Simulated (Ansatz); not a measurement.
Ansatz results at the PBE0-D4/def2-TZVP geometry: size of the dipole moment (ωB97M-V/def2-TZVPP) 1.15 D; size of the dipole moment (PBE/def2-TZVPP) 1.22 D; LUMO energy (B3LYP/def2-TZVPP) -0.14 eV.

Each molecule was computed in one conformer, which needn't be the lowest.

Problem. Which molecule gave them?
A. `C[NH][Al]1[BH][S]1`
B. `SC[NH][GeH3]`
C. `[NH2][Sb]1[CH2][SiH]1Cl`
D. `NC[S][GeH3]`

Solution. B. The others give `NC[S][GeH3]`: 2.31, 2.35, 0.02; `[NH2][Sb]1[CH2][SiH]1Cl`: 1.43, 1.42, -1.31; `C[NH][Al]1[BH][S]1`: 3.21, 3.08, -1.79.

B3LYP here is the variant with VWN-RPA as its local correlation; programs differ in this.
